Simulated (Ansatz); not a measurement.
ICl₄, that is [ICl4]- with one electron fewer. The state is a doublet with charge 0. Geometry PBE-D4/def2-SVPD; atoms count from 1.

```csv
atom,x (Å),y (Å),z (Å)
I1,0.000,0.000,0.000
Cl2,-0.760,-1.327,1.979
Cl3,1.222,1.566,1.520
Cl4,0.760,1.327,-1.979
Cl5,-1.222,-1.566,-1.520
```

In the def2 sets I takes a core potential; there is no spin–orbit coupling.

Question: Estimate the Mulliken populations from the PBE0/def2-TZVPD orbitals of Ansatz.

Answer: 
| atom | charge (e) | spin (α − β) |
| --- | --- | --- |
| I1 | 1.26 | 0.41 |
| Cl2 | -0.31 | 0.15 |
| Cl3 | -0.31 | 0.15 |
| Cl4 | -0.31 | 0.15 |
| Cl5 | -0.31 | 0.15 |
Mulliken values depend strongly on the basis. With diffuse functions, as here, like atoms can get unlike values, and bond orders can come out too low or too high.

Question: Where does the spin sit?

Answer: Summed by element: I 0.41, Cl 0.59, of 1 unpaired in all. Largest on single atoms: I1 0.41, Cl2 0.15, Cl3 0.15.

Question: And the Mayer bond orders between heavy atoms (over 0.3)?

Answer: I1–Cl2 0.75 (2.50 Å); I1–Cl3 0.75 (2.50 Å); I1–Cl4 0.75 (2.50 Å); I1–Cl5 0.75 (2.50 Å).
